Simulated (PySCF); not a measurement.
Computed with PBE-D3(BJ)/def2-TZVP // PBE-D3(BJ)/def2-SVP in PySCF 2.14.0. Isolated molecules, 0 K electronic values unless said otherwise. 

Reference species: [Cd(Br)2] (neutral, multiplicity 1).

mean distance from the central atom to its bonded neighbours: 2.420 Å
LUMO: -3.25 eV

Changed species: [Cd(Br)(H)] (1 of 2 Br replaced by H; the reference has 0 of 2 Br replaced by H).

Question: What does the change do to the mean distance from the central atom to its bonded neighbours and LUMO?

Answer: the mean distance from the central atom to its bonded neighbours falls by 0.372 Å, to 2.048 Å; the LUMO rises by 1.39 eV, to -1.86 eV.
